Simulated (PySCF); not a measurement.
SeO2F2 at several levels of theory

All levels use the PBE0 minimum (singlet; Se–F 1.693 Å (×2), Se–O 1.572 Å (×2); F–Se–F 93.8°, F–Se–O 107.9° (×4), O–Se–O 126.6°), basis [Se def2-TZVP, O def2-TZVP, F def2-TZVP], no relativity, density fitting, no spin–orbit coupling, PySCF. For vertical energies the ionised species is a doublet (spins chosen at PBE0 and kept) and the electron-attached one a doublet. Atomisation goes to high-spin ground-configuration atoms, without zero-point energy. Open shells are unrestricted, also as the reference of the correlated levels. A dash marks a value that was not computed or is not defined at that level.

```csv
level,atomisation (kJ/mol),vertical IP (eV),vertical EA (eV),−ε(HOMO) (eV),gap (eV),dipole (D)
PBE0,1372,12.99,0.25,10.56,7.88,0.69
HF,485,12.20,-0.89,15.03,17.23,0.83
MP2,1481,14.05,-0.06,–,–,–
PBE,1545,12.60,0.24,8.78,4.94,0.66
r2SCAN,1439,12.78,0.22,9.21,5.60,0.69
B3LYP,1346,13.01,0.41,10.29,7.18,0.67
TPSSh,1369,12.74,0.19,9.60,6.35,0.66
r2SCANh,1377,12.90,0.25,9.87,6.69,0.70
LDA,1925,12.96,0.58,9.06,4.80,0.63
```

Spin contamination in at least one species weakens the values at: HF, MP2.

Without diffuse functions attachment energies tend to come out too low.
